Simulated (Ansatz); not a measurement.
Stepwise reaction of `[NH]=[Mo](=[NH])([F])[F]` with ammonia, as a gas-phase model of exchange steps in deposition or etching. ΔE in kJ/mol; ΔG adds harmonic PBE0-D4 terms to CCSD(T)/CBS, at 1 bar.

Gas-phase electronic energies from Ansatz, PBE0-D4/def2-TZVP geometries. CCSD(T)/CBS is the MP2 limit (def2-TZVPP, def2-QZVPP) plus CCSD(T) − MP2 in def2-TZVPP, frozen cores. This one scheme is used for every species. DFT in def2-TZVPP. B3LYP here is the variant with VWN-RPA as its local correlation; programs differ in this. def2 core potentials past Kr. For Mo outer-core shells are correlated without core-valence functions, which leaves a few kJ/mol of doubt a bond. One conformer a species, not always the lowest.

```json
{"step": "1", "reaction": "`[NH]=[Mo](=[NH])([F])[F]` + NH₃ → `[NH]=[Mo](=[NH])([NH2])[F]` + H–F", "PBE-D4": "53.8", "B3LYP-D4": "52.6", "ωB97M-V": "53.8", "CCSD(T)/CBS": "41.9", "ΔG(400 K)": "39.3"}
```

Problem. Give the row of step 2, `[NH]=[Mo](=[NH])([NH2])[F]` + NH₃ → `[NH]=[Mo](=[NH])([NH2])[NH2]` + H–F. (Best estimate.)

Solution. Computed: 
| step | reaction | PBE-D4 | B3LYP-D4 | ωB97M-V | CCSD(T)/CBS | ΔG(400 K) |
| --- | --- | --- | --- | --- | --- | --- |
| 2 | `[NH]=[Mo](=[NH])([NH2])[F]` + NH₃ → `[NH]=[Mo](=[NH])([NH2])[NH2]` + H–F | 74.3 | 73.6 | 74.5 | 63.3 | 61.0 |

Problem. By hand: ΔE of the 2 steps together at CCSD(T)/CBS.

Solution. (41.9) + (63.3) = 105.2 kJ/mol, or 52.6 kJ/mol a step.

In ΔE each step is higher than the one before. All are uphill at CCSD(T)/CBS. ΔG lies between 39.3 and 61.0 kJ/mol a step. PBE-D4 differs from CCSD(T)/CBS by 11.0 to 11.9 kJ/mol a step. Isolated molecules leave out the surface, adducts and barriers. Largest T1 diagnostic: 0.022.
